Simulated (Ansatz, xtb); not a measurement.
## A geometry optimisation of CH7GaN2O with r2SCAN-D4/def2-SVP

The starting geometry of this gas-phase singlet was built from a drawn formula by distance geometry; its bonds are those of `[CH3][GaH][N](N)O`.

| atom | x (Å) | y (Å) | z (Å) |
| --- | --- | --- | --- |
| C | -2.7110 | 0.6208 | -2.1344 |
| Ga | -1.2809 | -0.6359 | -1.4546 |
| N | 0.3486 | -0.2522 | -0.8338 |
| N | 0.6275 | 0.5688 | 0.2828 |
| O | 1.2496 | -1.2536 | -0.9915 |
| H | -3.7134 | 0.4080 | -1.7347 |
| H | -2.7339 | 0.8636 | -3.2232 |
| H | -2.2777 | 1.5211 | -1.5934 |
| H | -2.0466 | -1.3848 | -0.2711 |
| H | 0.2959 | 0.1543 | 1.1373 |
| H | 0.4922 | 1.5885 | 0.0838 |
| H | 1.5655 | -1.5095 | -0.0269 |

**Question.** Predict what becomes of its bonds when it is optimised with r2SCAN-D4/def2-SVP.

**Answer.** It keeps its bonds, and is `[CH3][GaH][N](N)O`.

The energy falls by 1.98 eV over 23 steps:

```tsv
step	E − E(last) (eV)
1	1.980
3	0.666
6	0.389
8	0.248
11	0.058
13	0.011
16	0.002
18	0.001
21	0.000
23	0.000
```

Final geometry (Å):

```xyz
12

C    -2.5486    0.7408   -1.7368
Ga   -1.3945   -0.8189   -1.4566
N     0.1233   -0.4356   -0.4959
N     0.5522    0.7614    0.0523
O     1.1383   -1.4218   -0.4239
H    -3.5131    0.6169   -1.2177
H    -2.7726    0.8767   -2.8073
H    -2.0712    1.6600   -1.3629
H    -1.5980   -2.3003   -1.8709
H    -0.1435    1.1517    0.6853
H     0.8103    1.4548   -0.6533
H     1.2334   -1.5965    0.5280
```

From the same start GFN2-xTB ends elsewhere, differing in Ga2–O5 (1.77 against 2.80 Å here), N3–O5 (2.70 against 1.42 Å here).

The end wasn't checked by frequencies. Run with Ansatz 0.2.0, 82 s on 2 threads of Arm Neoverse V1, on a shared host.
